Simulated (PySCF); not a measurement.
## Gallium: a sound run and one with changed settings

Sound run: Ga⁺ [Ar] 3d10 4s2, Ga²⁺ [Ar] 3d10 4s1. Computed with PySCF 2.14 in x2c-SVPall, with scalar relativity by spin-free X2C-1e. In the sound run the correlated levels freeze [Ar] 3d10. The sound run starts from symmetry-adapted Hartree-Fock orbitals and uses a fine grid where one is needed.

A second run was set up differently.

| species | method | sound run (hartree) | changed run (hartree) | converged |
| --- | --- | --- | --- | --- |
| Ga⁺ | MP2 | -1941.65218 | -1941.83469 | yes |
| Ga²⁺ | MP2 | n/a | -1941.11144 | yes |

Ionisation energy of Ga⁺:

```csv
method,sound run (eV),changed run (eV)
UHF,18.759,18.759
MP2,19.419,19.681
SCS-MP2,19.552,19.779
```

(1) What was changed?
A. minimal basis
B. all electrons correlated in a valence basis
C. a valence shell is frozen
D. too few SCF iterations

Answers

(1) B. A valence basis has no tight correlating functions, so it recovers only part of the core correlation, and not evenly between atom and ion.
